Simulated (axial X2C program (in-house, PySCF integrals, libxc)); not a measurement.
**Worked dissociation energy of MoC⁻: PBE0, spin-free**

Computed with an in-house all-electron X2C program for linear molecules (integrals from PySCF). Spin-free means the one-electron spin-free X2C Hamiltonian. Basis: Mo dyall-acv3z [12s13p10d5f3g], C dyall-av3z [8s7p3d2f] (cores contracted in-house); Gaussian nuclei, density fitting, unrestricted open shells. Masses: Mo 97.905 u, C 12.000 u.

Molecular state: M_S = 3/2, Λ = 0 (beyond evenly filled blocks: σα, δ+α, δ-α).

* E(Mo) (2M_S = 6, M_L = 0): -4048.093445 hartree
* E(C-) (2M_S = 3, M_L = 0): -37.874909 hartree
* E(MoC⁻) at Re: -4086.137224 hartree
* ωe: 986.4 cm⁻¹
* ωexe: 9.25 cm⁻¹

(1) Work out De and D0.

The state is a single determinant with fixed occupations, the lowest that a limited PBE0 search found. De is counted from the lowest determinant-based energies of the atoms at the same level, without counterpoise correction. Other states lie close and PBE0, whose exact exchange favours high spin, may order them wrongly; the determinant shown need not be the ground state. The nearest other spin-free determinant of the search, M_S = 1/2, Λ = 2, lies 0.90 eV up at the distance of the search. The highest occupied level of some functionals is positive through self-interaction error; at Hartree–Fock it is bound. The determinant is spin-polarised beyond a pure state at some levels (its spin-free form has ⟨S²⟩ too high), which makes Re and μ there less reliable.

Each atomic determinant is the lowest at this level and need not be a pure term. Totals compare only within one Hamiltonian and basis.

Answers

(1) De = -4048.093445 + (-37.874909) − (-4086.137224) = 0.16887 hartree = 4.595 eV. The zero-point energy is ωe/2 − ωexe/4 = 491 cm⁻¹ = 0.061 eV, so D0 = 4.534 eV.
